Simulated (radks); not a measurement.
Problem. Coulomb parameter of the 4f shell of neutral europium in the model configuration [Xe] 4f5 6s2 6p2, as a second difference U = [E(n + 0.25) + E(n - 0.25) - 2 E(n)] / (0.25)^2 with all orbitals relaxed. "Bare": the charge of the atom changes with n. "Screened": the 6p shell takes up the change at fixed total charge, which measures U(4f,4f) + U(6p,6p) - 2 U(4f,6p). All-electron calculation, scalar-relativistic Kohn-Sham, LDA (Slater exchange, Perdew-Wang correlation), spin-unpolarised, spherical densities, finite nucleus; Fermi nuclear charge, rms radius 5.1115 fm. Program: a radial shooting solver on a logarithmic mesh with Libxc functionals. Estimate both.

Solution. U(bare) = 16.163 eV, U(screened by 6p) = 10.096 eV, against the Slater integral F0(4f,4f) = 30.326 eV with frozen orbitals. The step up makes a negative ion, whose loosely bound charge lowers the bare value.
